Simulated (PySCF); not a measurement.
Bonds (- single, = double, # triple, : aromatic): O1=P2, P2-C3, C3-C4, C4-C5, C5-C6, C6-C7, C7-Si8, C7-P2. P2 carries H9; C3 carries H10, H11; C4 carries H12, H13; C5 carries H14, H15; C6 carries H16, H17; C7 carries H18; Si8 carries H19, H20, H21. Stereochemistry as in O=[P@@H]1CCCC[C@@H]1[SiH3]. H10, H13, H15, H17 are cis to O1 on the ring; H11, H12, H14, H16 are trans to O1 on the ring.

PySCF 2.14 calculation with shieldings: GIAO PBE0/pcSseg-1 and geometry from GFN2-xTB; non-relativistic Hamiltonian, in vacuum, a single conformation, fast rotation and ring inversion assumed for equivalent nuclei.

Referencing at the same level of theory: $^{13}$C (186.93 ppm) and $^{1}$H (31.72 ppm) and $^{29}$Si (349.16 ppm) vs TMS; $^{17}$O (336.08 ppm) against H2O; H3PO4 for $^{31}$P (318.38 ppm).

```json
{"atoms": "C7", "nucleus": "$^{13}$C", "count": "1", "δ (ppm)": "25.8"}
{"atoms": "H9", "nucleus": "$^{1}$H", "count": "1", "δ (ppm)": "7.32"}
{"atoms": "H18", "nucleus": "$^{1}$H", "count": "1", "δ (ppm)": "?"}
{"atoms": "C6", "nucleus": "$^{13}$C", "count": "1", "δ (ppm)": "29.6"}
{"atoms": "C3", "nucleus": "$^{13}$C", "count": "1", "δ (ppm)": "30.2"}
{"atoms": "C4", "nucleus": "$^{13}$C", "count": "1", "δ (ppm)": "?"}
{"atoms": "H16", "nucleus": "$^{1}$H", "count": "1", "δ (ppm)": "1.64"}
{"atoms": "Si8", "nucleus": "$^{29}$Si", "count": "1", "δ (ppm)": "-70.9"}
{"atoms": "H19/H20/H21", "nucleus": "$^{1}$H", "count": "3", "δ (ppm)": "4.05"}
{"atoms": "P2", "nucleus": "$^{31}$P", "count": "1", "δ (ppm)": "?"}
{"atoms": "C5", "nucleus": "$^{13}$C", "count": "1", "δ (ppm)": "27.2"}
{"atoms": "H10", "nucleus": "$^{1}$H", "count": "1", "δ (ppm)": "?"}
{"atoms": "H12", "nucleus": "$^{1}$H", "count": "1", "δ (ppm)": "1.24"}
{"atoms": "H13", "nucleus": "$^{1}$H", "count": "1", "δ (ppm)": "?"}
{"atoms": "H14", "nucleus": "$^{1}$H", "count": "1", "δ (ppm)": "1.47"}
{"atoms": "H17", "nucleus": "$^{1}$H", "count": "1", "δ (ppm)": "?"}
{"atoms": "H15", "nucleus": "$^{1}$H", "count": "1", "δ (ppm)": "1.15"}
{"atoms": "H11", "nucleus": "$^{1}$H", "count": "1", "δ (ppm)": "1.97"}
{"atoms": "O1", "nucleus": "$^{17}$O", "count": "1", "δ (ppm)": "103.6"}
```

Q: Complete the table.

A: 
- C4: 26.6 ppm, sp3 CH2 in a ring; aliphatic region, no heteroatom directly attached
- H17: 2.07 ppm, hydrogen on an sp3 CH2 in a ring
- H10: 2.01 ppm, hydrogen on an sp3 CH2 bonded to P
- H13: 1.98 ppm, hydrogen on an sp3 CH2 in a ring
- H18: 1.81 ppm, hydrogen on an sp3 CH bonded to P and Si
- P2: -0.5 ppm, phosphorus bonded to 2 C, O, H, in a 6-membered ring

Shifts are as computed. Against solution values, carbons near 30 ppm lie about +3 ppm off and those near 130 ppm about +5 ppm. Of 1211 compounds with measured shifts, 218 miss one by over three times the rms of a fit or turn the order of signals round; such compounds aren't used in these exercises. Experimental scales use liquid or dissolved standards, which lie at an offset from isolated H2O (liquid H2O: subtract about 36 ppm) and H3PO4.
